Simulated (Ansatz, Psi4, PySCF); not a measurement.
C2H5 (SMILES [CH2-]C), charge -1, singlet, at a GFN2-xTB geometry (in this run its highest filled SCF level lies above zero, so its values depend strongly on the basis, on diffuse functions most of all). Base run: BLYP/def2-SVP (PySCF).

The PySCF input:
```python
from pyscf import gto, scf, dft

mol = gto.M(
    atom='''
C    -0.010306    0.120392    0.842392
C     0.007773    0.030426   -0.681039
H    -0.900603   -0.502183    1.184667
H     0.877217   -0.494407    1.205306
H     0.017890   -0.994146   -1.166430
H    -0.873090    0.539050   -1.106087
H     0.893784    0.546778   -1.085575
''',
    basis='def2-svp',
    charge=-1,
    spin=0,
    verbose=4,
)

mf = dft.RKS(mol)
mf.xc = 'blyp'
mf.kernel()
```

The same geometry, method and basis name were run in Ansatz (a first-principles code) and Psi4 and PySCF, at each program's defaults and at the settings that a row names. The base is PySCF at its defaults. Differences at the defaults can come from grids, fitting, cores and function types together.

```json
[
 {"code and settings": "PySCF, defaults (exact integrals, its default grid, spherical functions)", "ΔE vs base (mEh)": "0.000", "basis functions": "53", "E (Eh)": "-78.99924", "SCF cycles": "10"},
 {"code and settings": "Psi4, defaults (density fitting with its default set, its default grid, spherical functions)", "ΔE vs base (mEh)": "?", "basis functions": "53", "E (Eh)": "-78.99931", "SCF cycles": "9"},
 {"code and settings": "Ansatz, defaults (factorised integrals, its default grid, spherical functions)", "ΔE vs base (mEh)": "-0.004", "basis functions": "53", "E (Eh)": "-78.99924", "SCF cycles": "-"},
 {"code and settings": "PySCF, density fitting with def2-universal-jkfit", "ΔE vs base (mEh)": "-0.067", "basis functions": "53", "E (Eh)": "-78.99931", "SCF cycles": "10"},
 {"code and settings": "PySCF, fine grid", "ΔE vs base (mEh)": "-0.003", "basis functions": "53", "E (Eh)": "-78.99924", "SCF cycles": "10"},
 {"code and settings": "Psi4, exact integrals, spherical functions, fine grid", "ΔE vs base (mEh)": "-0.002", "basis functions": "53", "E (Eh)": "-78.99924", "SCF cycles": "11"},
 {"code and settings": "Ansatz, high accuracy", "ΔE vs base (mEh)": "-0.003", "basis functions": "53", "E (Eh)": "-78.99924", "SCF cycles": "-"}
]
```

Question: What belongs in the gaps?

Answer: 
- Psi4, defaults (density fitting with its default set, its default grid, spherical functions), ΔE vs base (mEh): -0.071
